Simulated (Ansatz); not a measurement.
A structure relaxed at r2SCAN-D4/def2-TZVPD in Ansatz, charge -1, doublet:

```xyz
4

Nb   -1.2409   -0.7629   -0.5245
Nb   -0.2532    0.7926    1.2618
O     1.3644    0.9671    0.7616
O     0.1298   -0.9967   -1.4989
```

Give its formula.

the cluster Nb₂O₂⁻.

Summarise the bond lengths by kind (pairs closer than 1.2 times the sum of covalent radii, bridged metal pairs left out).

2 × Nb–O 1.70 Å; 1 × Nb–Nb 2.57 Å.

In the def2 sets Nb takes a core potential; there is no spin–orbit coupling. The charge -1 doublet is spin-contaminated (final ⟨S²⟩ up to 1.36, 0.75 for a pure state). The highest occupied level of the charge -1 doublet lies above zero (up to 0.35 eV). Its loss leaves the charge 0 singlet, which lies 1.56 eV higher (vertical, at r2SCAN-D4/def2-TZVPD), but this difference is unsure: the singlet is doubtful (geometry relaxed on an unsound state). The relaxation made no stability test and no search for a lower SCF solution. At r2SCAN-D4/def2-TZVPD a quartet of charge -1 lies 0.08 eV below the doublet, each at its own geometry. The structure comes from a short search, and lower isomers may exist.
